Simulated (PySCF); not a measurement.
PySCF input file for C2H4F2Si, SMILES C=C(F)[SiH2]F, TDA-PBE0/def2-SVPD. Coordinates come from a TPSSh-D3(BJ)/def2-SVP optimisation. The structure was generated by enumeration, and PubChem lists no compound with its InChIKey, so it may never have been made. Other conformers were not sampled.

```python
import numpy as np
from pyscf import gto, scf, dft, tdscf

mol = gto.M(
    atom='''
    C    -1.39040562    1.20537056   -0.00000000
    C    -0.09904037    0.86577196    0.00000000
    F     0.86469354    1.82638956    0.00000000
    Si    0.59809469   -0.87974667   -0.00000000
    F    -0.68551613   -1.88563921    0.00000000
    H    -2.14864752    0.42047318    0.00000000
    H    -1.70970599    2.25106650    0.00000000
    H     1.40455358   -1.12434724   -1.21874307
    H     1.40455357   -1.12434724    1.21874306
    ''',
    basis='def2-SVPD',
    charge=0,
    spin=0,
    symmetry=True,
    max_memory=1600,
    verbose=4,
)
mf = dft.RKS(mol, xc='pbe0').density_fit(auxbasis='def2-universal-jkfit')
mf.grids.level = 3
mf.conv_tol = 1e-9
mf.max_cycle = 100
mf.kernel()
mf.grids = dft.Grids(mol).set(level=1).build(with_non0tab=True)  # coarser grid for the response kernel
td = tdscf.TDA(mf)
td.singlet = True
td.nstates = 10
td.conv_tol = 1e-4
td.positive_eig_threshold = 1e-6
td.kernel(x0=td.get_init_guess(mf, 15))
td.analyze()
tt = tdscf.TDA(mf)
tt.singlet = False
tt.nstates = 4
tt.conv_tol = 1e-4
tt.positive_eig_threshold = 1e-6
tt.kernel(x0=tt.get_init_guess(mf, 9))
tt.analyze(verbose=3)
```

Output:

```
PySCF version 2.14.0

[INPUT] verbose = 4
[INPUT] num. atoms = 9
[INPUT] num. electrons = 48
[INPUT] charge = 0
[INPUT] spin (= nelec alpha-beta = 2S) = 0
[INPUT] symmetry True subgroup None
[INPUT] Mole.unit = angstrom
[INPUT] Symbol           X                Y                Z      unit          X                Y                Z       unit  Magmom
[INPUT]  1 C     -1.390405620000   1.205370560000   0.000000000000 AA   -2.627485823856   2.277820237014   0.000000000000 Bohr   0.0
[INPUT]  2 C     -0.099040370000   0.865771960000   0.000000000000 AA   -0.187159174576   1.636071890728   0.000000000000 Bohr   0.0
[INPUT]  3 F      0.864693540000   1.826389560000   0.000000000000 AA    1.634033972281   3.451376065165   0.000000000000 Bohr   0.0
[INPUT]  4 Si     0.598094690000  -0.879746670000   0.000000000000 AA    1.130235160657  -1.662480265298   0.000000000000 Bohr   0.0
[INPUT]  5 F     -0.685516130000  -1.885639210000   0.000000000000 AA   -1.295437739672  -3.563341676641   0.000000000000 Bohr   0.0
[INPUT]  6 H     -2.148647520000   0.420473180000   0.000000000000 AA   -4.060355351026   0.794579152925   0.000000000000 Bohr   0.0
[INPUT]  7 H     -1.709705990000   2.251066500000   0.000000000000 AA   -3.230876074628   4.253899173183   0.000000000000 Bohr   0.0
[INPUT]  8 H      1.404553580000  -1.124347240000  -1.218743070000 AA    2.654221593477  -2.124708352511  -2.303090618512 Bohr   0.0
[INPUT]  9 H      1.404553570000  -1.124347240000   1.218743060000 AA    2.654221574580  -2.124708352511   2.303090599614 Bohr   0.0

nuclear repulsion = 222.697208369916
point group symmetry = Cs
symmetry origin: [ 1.96846481e-09  3.54323635e-09 -3.93692939e-10]
symmetry axis x: [ 1.00000000e+00 -1.88045264e-09 -7.25879488e-10]
symmetry axis y: [-1.88045264e-09 -1.00000000e+00 -1.23725948e-10]
symmetry axis z: [ 7.25879488e-10 -1.23725946e-10  1.00000000e+00]
num. orbitals of irrep A' = 97
num. orbitals of irrep A" = 45
number of shells = 60
number of NR pGTOs = 208
number of NR cGTOs = 142
basis = def2-SVPD
ecp = {}


[settings echo left out]
init E= -567.388550490224
HOMO (A") = -0.303299904795138  LUMO (A") = -0.0721163649210679  gap/eV = 6.29082
cycle= 1 E= -567.061644970809  delta_E= 0.327  |g|= 0.601  |ddm|= 3.68
HOMO (A") = -0.275535463429935  LUMO (A") = -0.0228684271431265  gap/eV = 6.87542
cycle= 2 E= -566.970887132803  delta_E= 0.0908  |g|= 0.948  |ddm|= 1.39
HOMO (A") = -0.288700817691241  LUMO (A") = -0.0217563472015794  gap/eV = 7.26393
cycle= 3 E= -567.12679459241  delta_E= -0.156  |g|= 0.0703  |ddm|= 0.82
HOMO (A") = -0.299306070613142  LUMO (A") = -0.0284515245765524  gap/eV = 7.37033
cycle= 4 E= -567.127692757818  delta_E= -0.000898  |g|= 0.0352  |ddm|= 0.117
HOMO (A") = -0.2965850178334  LUMO (A") = -0.026351000436541  gap/eV = 7.35344
cycle= 5 E= -567.127931060634  delta_E= -0.000238  |g|= 0.0105  |ddm|= 0.0383
HOMO (A") = -0.295662887530301  LUMO (A") = -0.0255637336457335  gap/eV = 7.34977
cycle= 6 E= -567.127952277392  delta_E= -2.12e-05  |g|= 0.00353  |ddm|= 0.0155
HOMO (A") = -0.296097791861035  LUMO (A") = -0.02589935042359  gap/eV = 7.35247
cycle= 7 E= -567.127955572178  delta_E= -3.29e-06  |g|= 0.000388  |ddm|= 0.00405
HOMO (A") = -0.296100381266627  LUMO (A") = -0.0259033960333919  gap/eV = 7.35243
cycle= 8 E= -567.127955590343  delta_E= -1.82e-08  |g|= 0.00025  |ddm|= 0.000562
HOMO (A") = -0.296085642100343  LUMO (A") = -0.0258885983655675  gap/eV = 7.35244
cycle= 9 E= -567.127955603409  delta_E= -1.31e-08  |g|= 2.36e-05  |ddm|= 0.000257
HOMO (A") = -0.296088227721254  LUMO (A") = -0.0258914509727202  gap/eV = 7.35243
cycle= 10 E= -567.127955603566  delta_E= -1.57e-10  |g|= 5.35e-06  |ddm|= 4.97e-05
HOMO (A") = -0.296088176280133  LUMO (A") = -0.0258913721890131  gap/eV = 7.35243
Extra cycle  E= -567.127955603557  delta_E= 9.09e-12  |g|= 8.01e-06  |ddm|= 1.85e-05
converged SCF energy = -567.127955603557
tot grids = 37264
Overwritten attributes  positive_eig_threshold  of <class 'pyscf.tdscf.rks.TDA'>


******** <class 'pyscf.tdscf.rks.TDA'> for <class 'pyscf.df.df_jk.DFSymAdaptedRKS'> ********
nstates = 10 singlet
deg_eia_thresh = 1.000e-03
wfnsym = None
conv_tol = 0.0001
eigh lindep = 1e-12
eigh level_shift = 0
eigh max_cycle = 100


Excitation energies (eV)
[6.40735645 7.28523938 7.40141121 7.46135422 7.95527767 8.16188735
 8.202815   8.33162407 8.36653554 8.81000336]

** Singlet excitation energies and oscillator strengths **
Excited State   1:   A"      6.40736 eV    193.50 nm  f=0.0000
      24 -> 26        0.70083
Excited State   2:   A"      7.28524 eV    170.19 nm  f=0.0049
      23 -> 25       -0.69005
Excited State   3:   A'      7.40141 eV    167.51 nm  f=0.4333
      23 -> 26        0.25927
      24 -> 25       -0.62164
Excited State   4:   A"      7.46135 eV    166.17 nm  f=0.0159
      24 -> 27       -0.68686
      24 -> 28        0.11987
Excited State   5:   A'      7.95528 eV    155.85 nm  f=0.1656
      23 -> 26        0.64900
      24 -> 25        0.23295
Excited State   6:   A"      8.16189 eV    151.91 nm  f=0.0041
      22 -> 26        0.68919
      24 -> 28        0.11555
Excited State   7:   A"      8.20282 eV    151.15 nm  f=0.0004
      22 -> 26        0.11714
      24 -> 28       -0.63057
      24 -> 29        0.22524
      24 -> 30        0.12171
Excited State   8:   A"      8.33162 eV    148.81 nm  f=0.0315
      24 -> 27        0.11278
      24 -> 28        0.21334
      24 -> 29        0.65976
Excited State   9:   A'      8.36654 eV    148.19 nm  f=0.0049
      22 -> 25        0.68130
Excited State  10:   A"      8.81000 eV    140.73 nm  f=0.0001
      24 -> 28       -0.12175
      24 -> 30       -0.65377
      24 -> 33       -0.17745

** Transition electric dipole moments (AU) **
state          X           Y           Z        Dip. S.      Osc.
  1        -0.0000     -0.0000      0.0032      0.0000      0.0000
  2        -0.0000      0.0000     -0.1658      0.0275      0.0049
  3         1.3642     -0.7268      0.0000      2.3894      0.4333
  4         0.0000     -0.0000      0.2949      0.0870      0.0159
  5        -0.7171      0.5792     -0.0000      0.8497      0.1656
  6        -0.0000     -0.0000      0.1424      0.0203      0.0041
  7         0.0000     -0.0000      0.0464      0.0022      0.0004
  8        -0.0000      0.0000      0.3931      0.1545      0.0315
  9         0.0221      0.1524      0.0000      0.0237      0.0049
 10         0.0000     -0.0000      0.0218      0.0005      0.0001

** Transition velocity dipole moments (imaginary part, AU) **
state          X           Y           Z        Dip. S.      Osc.
  1        -0.0000     -0.0000     -0.0297      0.0009      0.0025
  2         0.0000     -0.0000      0.0297      0.0009      0.0022
  3         0.1357     -0.1332      0.0000      0.0361      0.0886
  4        -0.0000     -0.0000      0.0562      0.0032      0.0077
  5        -0.0668      0.1102     -0.0000      0.0166      0.0379
  6        -0.0000     -0.0000      0.0291      0.0008      0.0019
  7        -0.0000      0.0000     -0.0016      0.0000      0.0000
  8         0.0000      0.0000      0.1199      0.0144      0.0313
  9        -0.0286      0.0347      0.0000      0.0020      0.0044
 10         0.0000      0.0000     -0.0505      0.0025      0.0052

** Transition magnetic dipole moments (imaginary part, AU) **
state          X           Y           Z
  1         0.1875      0.1186      0.0000
  2        -0.6286     -0.5506      0.0000
  3        -0.0000     -0.0000      0.0552
  4        -0.4008     -0.9203     -0.0000
  5         0.0000      0.0000     -0.6858
  6        -1.1388      0.9892      0.0000
  7         0.0921      0.4472     -0.0000
  8         0.1576      0.0204      0.0000
  9         0.0000     -0.0000     -0.1423
 10         0.5648      0.0074     -0.0000


******** <class 'pyscf.tdscf.rks.TDA'> for <class 'pyscf.df.df_jk.DFSymAdaptedRKS'> ********
nstates = 4 triplet
deg_eia_thresh = 1.000e-03
wfnsym = None
conv_tol = 0.0001
eigh lindep = 1e-12
eigh level_shift = 0
eigh max_cycle = 100


Excitation energies (eV)
[4.09817059 6.24387663 6.55557955 7.27645788]

** Triplet excitation energies and oscillator strengths **
Excited State   1:   A'      4.09817 eV    302.54 nm  f=0.0000
Excited State   2:   A"      6.24388 eV    198.57 nm  f=0.0000
Excited State   3:   A"      6.55558 eV    189.13 nm  f=0.0000
Excited State   4:   A"      7.27646 eV    170.39 nm  f=0.0000
```

The calculation finished and met its thresholds.

Cost: roughly 90 core-seconds.
